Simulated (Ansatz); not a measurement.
`C[C](=N)[SnH3]` + silanol → `[SiH3][SnH3]` + `CC(=N)O`  (formal exchange of groups at the Sn–C bond)

Gas-phase electronic energies from Ansatz, PBE0-D4/def2-TZVP geometries. CCSD(T)/CBS is the MP2 limit (def2-TZVPP, def2-QZVPP) plus CCSD(T) − MP2 in def2-TZVPP, frozen cores. Functionals use def2-TZVPP. def2 core potentials past Kr. For Sn outer-core shells are correlated without core-valence functions, which leaves a few kJ/mol of doubt a bond. Each species was taken in one conformer, which may not be the lowest.

`C[C](=N)[SnH3]`:

Cartesian coordinates in Å:
```
C -0.726 0.129 -1.458
C -0.635 -0.136 0.011
N -1.673 -0.479 0.648
Sn 1.315 0.091 0.961
H -0.410 1.153 -1.681
H -1.750 -0.019 -1.807
H -0.053 -0.536 -2.008
H -1.496 -0.633 1.640
H 1.899 1.689 0.800
H 2.461 -0.979 0.284
H 1.068 -0.280 2.611
```

`O[SiH3]`:

Z-matrix (Å, degrees):
```
Si
O 1 1.648
H 1 1.489 2 111.7
H 1 1.489 2 111.7 3 120.9
H 1 1.481 2 105.9 3 -119.6
H 2 0.957 1 117.9 3 -60.5
```

`[SiH3][SnH3]`:

Cartesian coordinates in Å:
```
Si 0.123 -1.231 -0.447
Sn -0.116 1.165 0.424
H -1.217 -1.804 -0.742
H 0.794 -2.082 0.570
H 0.933 -1.244 -1.693
H -0.875 2.158 -0.740
H 1.414 1.836 0.779
H -1.056 1.201 1.849
```

`CC(=N)O`:

Cartesian coordinates in Å:
```
C -0.470 0.235 0.901
C 0.233 -0.145 -0.361
N 0.132 0.361 -1.514
O 1.074 -1.177 -0.162
H -1.035 -0.619 1.280
H 0.262 0.504 1.665
H -1.146 1.071 0.737
H -0.532 1.127 -1.525
H 1.483 -1.356 -1.020
```

CCSD(T)/CBS gives +8.5 kcal/mol.

(1) Another level gave +5.8 kcal/mol. Which?
A. ωB97M-V/def2-TZVPP
B. PBE0-D4/def2-TZVPP
C. r2SCAN-D4/def2-TZVPP
D. B2PLYP/def2-TZVPP

Largest T1 diagnostic among the species: 0.014.

Answers

(1) A. ωB97M-V 5.8, r2SCAN-D4 3.8, PBE0-D4 1.9, B2PLYP 7.3 kcal/mol.

The D4 term adds +0.7 kcal/mol with B3LYP and +0.4 kcal/mol with PBE0; it sums over pairs of atoms, weighted by their polarisabilities, and B3LYP, whose exchange is more repulsive, gets the larger term. In def2-TZVPP, CCSD(T) changes the Hartree–Fock value by +1.5 kcal/mol (the triples alone add +0.2 kcal/mol) and MP2 by +3.3 kcal/mol.

B3LYP here is the variant with VWN-RPA as its local correlation; programs differ in this.
